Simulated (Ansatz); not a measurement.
Ideal-gas functions of C2H2OTe, SMILES `O=C=C[TeH]` at 400 K and 1 bar, from an Ansatz frequency run at PBE0-D4/def2-TZVP.

Molar mass 169.64 g/mol, point group C1 (symmetry number 1), electronic degeneracy 1, moments of inertia 22.689, 295.085, 312.306 u Å². Harmonic wavenumbers (cm⁻¹, unscaled): 130, 208, 481, 485, 593, 696, 712, 1070, 1286, 2106, 2238, 3252.

Use S(trans) = R[1.5 ln M + 2.5 ln T − 1.1517]; rotational temperatures θ = 24.2544 K / I; S(rot) = R[ln(√π/σ · √(T³/θAθBθC)) + 1.5]; for each mode x = 1.438777 ν̃/T, S = R[x/(eˣ − 1) − ln(1 − e⁻ˣ)] and H = RT x/(eˣ − 1); 1 cm⁻¹ = 0.0119627 kJ/mol; R = 8.31446 J/(mol·K).

**Question.** By hand: the entropy, in J/(mol·K).

**Answer.** Translation 179.0. Rotation: θ = 1.069, 0.0822, 0.0777 K, giving 112.7. Vibration, mode by mode: 14.71, 10.92, 4.72, 4.67, 3.43, 2.56, 2.45, 0.88, 0.46, 0.04, 0.02, 0.00, in all 44.9. Electronic 0.0. Sum 336.6 J/(mol·K).

**Question.** By hand: H − E and G − E in kJ/mol, counted from the electronic energy.

**Answer.** Zero-point energy ½ × 13257 × 0.0119627 = 79.3; thermal vibration 10.2; translation, rotation and pV give 4 RT = 13.3. H − E = 102.8 kJ/mol, and G − E = 102.8 − 400 × 336.6/1000 = -31.8 kJ/mol.

Vibration gives 13 % of the entropy, 14.7 J/(mol·K) of it from the mode under 150 cm⁻¹: soft modes count most, and the harmonic formula is weakest for them. The sum counts one conformer and one mirror image; others add a mixing term.
